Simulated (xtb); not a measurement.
GeO, triplet, at a GFN2-xTB geometry (the spin is typed, not shown lowest); GFN1-xTB with ALPB(dmf) run with xtb.

xtb was given this input:
```
$ xtb mol.xyz --gfn 1 --uhf 2 --alpb dmf --json

# file mol.xyz
2

Ge    -0.00000000    -0.00000000    -0.33477338
O      0.00000000     0.00000000     1.33909353
```

Task: Predict the main parts of the log of this xtb run.

Result: 
```
   ID    Z sym.   atoms
    1   32 Ge     1
    2    8 O      2

           -------------------------------------------------
          |                Calculation Setup                |
           -------------------------------------------------

           -------------------------------------------------
          |                 G F N 1 - x T B                 |
           -------------------------------------------------

      * Solvation model:               ALPB
        Solvent                        dmf
        Parameter file                 internal GFN1-xTB/ALPB
        Dielectric constant                3.7000E+01
        Reference state                gsolv [1 M gas/solution]
        Free energy shift                  7.9351E-03 Eh       4.9794E+00 kcal/mol
        Temperature                        2.9815E+02 K
        Density                            9.5000E-01 kg/L
        Solvent mass                       7.3100E+01 g/mol
        Interaction kernel             P16
        Born radius scaling (c1)           1.8847E+00
        Born radii integrator          GBOBC
        Born offset                        0.0000E+00 a0       0.0000E+00 AA
        H-bond correction              true
        Ion screening                  false
        Surface tension                    1.0000E-05 Eh       1.5569E+01 dyn/cm
        Grid points                               230 per atom

          ...................................................
          :                      SETUP                      :
          :.................................................:
          :  # basis functions                  14          :
          :  # atomic orbitals                  13          :
          :  # shells                            5          :
          :  # electrons                        10          :
          :  # halogen bonds                     0          :
          :  max. iterations                   250          :
          :  Hamiltonian                  GFN1-xTB          :
          :  restarted?                      false          :
          :  GBSA solvation                   true          :
          :  PC potential                    false          :
          :  electronic temp.          300.0000000     K    :
          :  accuracy                    1.0000000          :
          :  -> integral cutoff          0.2500000E+02      :
          :  -> integral neglect         0.1000000E-07      :
          :  -> SCF convergence          0.1000000E-05 Eh   :
          :  -> wf. convergence          0.2000000E-04 e    :
          :  Broyden damping             0.4000000          :
          :  net charge                          0          :
          :  unpaired electrons                  2          :
          ...................................................

 iter      E             dE          RMSdq      gap      omega  full diag
   1     -6.2067434 -0.620674E+01  0.486E+00    0.00       0.0  T
   2     -6.2058874  0.855991E-03  0.340E+00    0.00       1.0  T
   3     -6.1556461  0.502413E-01  0.316E+00    0.00       1.0  T
   4     -6.2100472 -0.544011E-01  0.372E-01    0.00       1.0  T
   5     -6.2102575 -0.210289E-03  0.373E-02    0.00       1.9  T
   6     -6.2102579 -0.395770E-06  0.193E-02    0.00       3.7  T
   7     -6.2102586 -0.680524E-06  0.327E-03    0.00      21.6  T
   8     -6.2102586 -0.111016E-07  0.356E-05    0.00    1986.0  T
   9     -6.2102586 -0.175415E-11  0.133E-08    0.00  100000.0  T

   *** convergence criteria satisfied after 9 iterations ***

 transition dipole moment (au) for excitation:           5           6
     X       Y       Z
  -0.7051  -0.0944   0.0000  total (au/Debye):    0.711   1.808
 dE (eV)             :    4.323
 oscillator strength :  0.75806E-01

         :::::::::::::::::::::::::::::::::::::::::::::::::::::
         ::                     SUMMARY                     ::
         :::::::::::::::::::::::::::::::::::::::::::::::::::::
         :: total energy              -6.198242690258 Eh    ::
         :: total w/o Gsasa/hb        -6.195355136769 Eh    ::
         :: gradient norm              0.001917160815 Eh/a0 ::
         :: HOMO-LUMO gap              0.000000000000 eV    ::
         ::.................................................::
         :: SCC energy                -6.210258584330 Eh    ::
         :: -> electrostatic           0.055034845090 Eh    ::
         :: -> Gsolv                  -0.007977729756 Eh    ::
         ::    -> Gelec               -0.005090176267 Eh    ::
         ::    -> Gsasa               -0.010822685745 Eh    ::
         ::    -> Ghb                  0.000000000000 Eh    ::
         ::    -> Gshift               0.007935132256 Eh    ::
         :: repulsion energy           0.012235769403 Eh    ::
         :: dispersion energy         -0.000219875332 Eh    ::
         :: halogen bond corr.         0.000000000000 Eh    ::
         :: add. restraining           0.000000000000 Eh    ::
         :: total charge               0.000000000000 e     ::
         :::::::::::::::::::::::::::::::::::::::::::::::::::::

           -------------------------------------------------
          |                Property Printout                |
           -------------------------------------------------

    * Orbital Energies and Occupations

         #    Occupation            Energy/Eh            Energy/eV
      -------------------------------------------------------------
         1        2.0000           -0.7352099             -20.0061
         2        2.0000           -0.6021762             -16.3860
         3        2.0000           -0.5211624             -14.1815
         4        2.0000           -0.5211624             -14.1815
         5        1.0000           -0.4660654             -12.6823
         6        0.5000           -0.3071867              -8.3590 (HOMO)
         7        0.5000           -0.3071867              -8.3590 (LUMO)
         8                         -0.2067871              -5.6270
         9                         -0.2067871              -5.6270
        10                         -0.1677936              -4.5659
        11                         -0.1559565              -4.2438
        12                         -0.1559565              -4.2438
        13                          0.1218610               3.3160
      -------------------------------------------------------------
                  HL-Gap            0.0000000 Eh            0.0000 eV
             Fermi-level           -0.4002421 Eh          -10.8911 eV

  Mulliken/CM5 charges         n(s)   n(p)   n(d)
     1Ge    0.47524  0.51219   1.544  1.632  0.348
     2O    -0.47524 -0.51219   1.798  4.677  0.000

Wiberg/Mayer (AO) data.
largest (>0.10) Wiberg bond orders for each atom

 ---------------------------------------------------------------------------
     #   Z sym  total        # sym  WBO       # sym  WBO       # sym  WBO
 ---------------------------------------------------------------------------
     1  32 Ge   1.899 --     2 O    1.899
     2   8 O    1.899 --     1 Ge   1.899
 ---------------------------------------------------------------------------

Topologies differ in total number of bonds
Writing topology from bond orders to xtbtopo.mol

 dipole moment from electron density (au)
     X       Y       Z
  -0.0000   0.0000  -1.8982  total (Debye):    4.825

           -------------------------------------------------
          | TOTAL ENERGY               -6.198242690258 Eh   |
          | GRADIENT NORM               0.001917160815 Eh/α |
          | HOMO-LUMO GAP               0.000000000000 eV   |
           -------------------------------------------------

normal termination of xtb
```
